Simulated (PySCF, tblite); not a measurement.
Parent: `[CH3:1][O:2][C:3](=[O:4])[c:5]1[cH:6][p:7][cH:8][o:9]1` with C1–O2–C3–O4 0°, O2–C3–C5–C6 180°, C5H5O3P.

The geometries are computed with GFN2-xTB (gas phase). One conformer each, not checked by frequencies here.

```tsv
coordinate of the parent	value
C1–O2	1.419 Å
O2–C3	1.337 Å
C3=O4	1.206 Å
C3–C5	1.472 Å
C5–C6	1.370 Å
C6–P7	1.758 Å
P7–C8	1.717 Å
C8–O9	1.330 Å
C5–O9	1.339 Å
C1–O2–C3	115.9°
O2–C3–O4	124.4°
O2–C3–C5	111.6°
O4–C3–C5	124.0°
C3–C5–C6	126.4°
C3–C5–O9	119.0°
C6–C5–O9	114.6°
C5–C6–P7	111.1°
C6–P7–C8	86.8°
P7–C8–O9	116.3°
C5–O9–C8	111.1°
```

Question: How does the shared frame change in `[CH3:1][C:2]([CH3:3])([CH3:4])[c:5]1[cH:6][p:7][cH:8][o:9]1`, C7H11OP? Atoms pair as C3 = C2, C5 = C5, C6 = C6, P7 = P7, C8 = C8, O9 = O9 (parent first).

Answer: 
```
  parent  relative  value in the relative  change
   C3–C5     C2–C5                1.508 Å  +0.036
   C5–C6     C5–C6                1.360 Å  -0.010
   C6–P7     C6–P7                1.766 Å  +0.008
   P7–C8     P7–C8                1.706 Å  -0.011
   C8–O9     C8–O9                1.337 Å  +0.007
   C5–O9     C5–O9                1.341 Å  +0.002
C3–C5–C6  C2–C5–C6                 130.0°    +3.6
C3–C5–O9  C2–C5–O9                 115.9°    -3.1
C6–C5–O9  C6–C5–O9                 114.0°    -0.6
C5–C6–P7  C5–C6–P7                 111.5°    +0.4
C6–P7–C8  C6–P7–C8                  87.0°    +0.2
P7–C8–O9  P7–C8–O9                 115.8°    -0.5
C5–O9–C8  C5–O9–C8                 111.7°    +0.6
```

Of the parent's bonds, C3–C5 changes most (+0.036 Å). Bonds of the relative outside the shared frame: C1–C2 1.528, C2–C3 1.534, C2–C4 1.535 Å.

Question: How does the shared frame change in `[CH3:1][O:2][C:3](=[O:4])[c:5]1[o:6][cH:7][p:8][c:9]1[CH:10]=[O:11]` with C1–O2–C3–O4 0°, O2–C3–C5–O6 0°, P8–C9–C10–O11 0°, C6H5O4P? Atoms pair as C1 = C1, O2 = O2, C3 = C3, O4 = O4, C5 = C5, C6 = C9, P7 = P8, C8 = C7, O9 = O6 (parent first).

Answer: 
| parent | relative | value in the relative | change |
| --- | --- | --- | --- |
| C1–O2 | C1–O2 | 1.421 Å | +0.002 |
| O2–C3 | O2–C3 | 1.334 Å | -0.003 |
| C3=O4 | C3=O4 | 1.206 Å | 0.000 |
| C3–C5 | C3–C5 | 1.476 Å | +0.004 |
| C5–C6 | C5–C9 | 1.383 Å | +0.013 |
| C6–P7 | C9–P8 | 1.779 Å | +0.021 |
| P7–C8 | P8–C7 | 1.718 Å | +0.001 |
| C8–O9 | C7–O6 | 1.333 Å | +0.003 |
| C5–O9 | C5–O6 | 1.332 Å | -0.007 |
| C1–O2–C3 | C1–O2–C3 | 115.8° | -0.1 |
| O2–C3–O4 | O2–C3–O4 | 124.3° | -0.1 |
| O2–C3–C5 | O2–C3–C5 | 111.3° | -0.3 |
| O4–C3–C5 | O4–C3–C5 | 124.4° | +0.4 |
| C3–C5–C6 | C3–C5–C9 | 127.8° | +1.4 |
| C3–C5–O9 | C3–C5–O6 | 118.2° | -0.8 |
| C6–C5–O9 | C9–C5–O6 | 114.0° | -0.6 |
| C5–C6–P7 | C5–C9–P8 | 111.1° | 0.0 |
| C6–P7–C8 | C9–P8–C7 | 86.3° | -0.5 |
| P7–C8–O9 | P8–C7–O6 | 116.7° | +0.4 |
| C5–O9–C8 | C5–O6–C7 | 111.9° | +0.8 |

Of the parent's bonds, C6–P7 changes most (+0.021 Å). Bonds of the relative outside the shared frame: C9–C10 1.458, C10=O11 1.206 Å. Point group Cs → Cs.

Question: How does the shared frame change in `[CH3:1][O:2][C:3](=[O:4])[c:5]1[o:6][cH:7][p:8][c:9]1[CH3:10]` with C1–O2–C3–O4 0°, O2–C3–C5–O6 0°, C6H7O3P? Atoms pair as C1 = C1, O2 = O2, C3 = C3, O4 = O4, C5 = C5, C6 = C9, P7 = P8, C8 = C7, O9 = O6 (parent first).

Answer: 
| parent | relative | value in the relative | change |
| --- | --- | --- | --- |
| C1–O2 | C1–O2 | 1.419 Å | 0.000 |
| O2–C3 | O2–C3 | 1.340 Å | +0.003 |
| C3=O4 | C3=O4 | 1.208 Å | +0.002 |
| C3–C5 | C3–C5 | 1.467 Å | -0.005 |
| C5–C6 | C5–C9 | 1.377 Å | +0.007 |
| C6–P7 | C9–P8 | 1.774 Å | +0.016 |
| P7–C8 | P8–C7 | 1.714 Å | -0.003 |
| C8–O9 | C7–O6 | 1.328 Å | -0.002 |
| C5–O9 | C5–O6 | 1.344 Å | +0.005 |
| C1–O2–C3 | C1–O2–C3 | 115.8° | -0.1 |
| O2–C3–O4 | O2–C3–O4 | 123.9° | -0.5 |
| O2–C3–C5 | O2–C3–C5 | 111.6° | 0.0 |
| O4–C3–C5 | O4–C3–C5 | 124.5° | +0.5 |
| C3–C5–C6 | C3–C5–C9 | 126.8° | +0.4 |
| C3–C5–O9 | C3–C5–O6 | 118.2° | -0.8 |
| C6–C5–O9 | C9–C5–O6 | 115.0° | +0.4 |
| C5–C6–P7 | C5–C9–P8 | 110.1° | -1.0 |
| C6–P7–C8 | C9–P8–C7 | 87.2° | +0.4 |
| P7–C8–O9 | P8–C7–O6 | 116.4° | +0.1 |
| C5–O9–C8 | C5–O6–C7 | 111.3° | +0.2 |

Of the parent's bonds, C6–P7 changes most (+0.016 Å). Bonds of the relative outside the shared frame: C9–C10 1.488 Å. Point group Cs → Cs.
